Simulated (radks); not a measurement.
Polarisability of the lutetium ion Lu+, [Xe] 4f14 6s2, at imaginary frequency. Method: scalar-relativistic Kohn-Sham, exchange-only LDA, spin-polarised, spherical densities, finite nucleus; Fermi nuclear charge, rms radius 5.37 fm; computed with a radial shooting solver on a logarithmic mesh with Libxc functionals. Response by self-consistent Sternheimer equations with the Hartree and adiabatic exchange-only LDA kernel, the relativistic mass of each level held fixed and spin-orbit coupling left out.

w (hartree),alpha1(iw) (bohr^3),alpha2(iw) (bohr^5)
0.00266,57.53,899.4
0.0143,57.26,885.9
0.0360,55.84,820.4
0.0697,51.70,682.0
0.118,43.64,520.5
0.186,32.74,382.7
0.280,22.13,269.6
0.413,14.11,176.7
0.605,8.887,106.6
0.892,5.638,59.56
1.35,3.523,30.94
2.12,2.042,14.69
3.59,1.023,5.997
6.94,0.4032,1.849
17.5,0.09827,0.3296

Static values: alpha1 = 57.54 bohr^3 (8.526 angstrom^3; uncoupled 106.3), alpha2 = 899.9 bohr^5, alpha3 = 9393 bohr^7. C6 = 567.4, C8 = 36620, triple-dipole C9 = 23110 atomic units. One-pole (London) frequency 4 C6 / (3 alpha1^2) = 0.229 hartree, against 0.377 for minus the highest occupied eigenvalue.
